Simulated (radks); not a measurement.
Results of a calculation; reference values are marked as such.
Question: These are the eigenvalues of the occupied orbitals of an atom or ion with whole-number occupations (eV). Level of theory: scalar-relativistic Kohn-Sham, LDA (Slater exchange, Perdew-Wang correlation), spin-unpolarised, spherical densities, point nucleus (a radial shooting solver on a logarithmic mesh with Libxc functionals).

1s: -2115.937
2s: -211.5545
2p: -163.0635
3s: -45.7433

Which element is it, and in what charge state? The configuration may be excited.

Answer: Z = 15, phosphorus, charge +3: P3+ in [Ne] 3s2. The list shows which subshells hold electrons but not how many an open one holds; the 1s level, -77.759 hartree, gives Z - s = 12.5 by -(Z - s)^2/2, which with screening and relativity narrows Z to a few neighbours, and the depths of the outer levels then fix element, charge and occupations together.
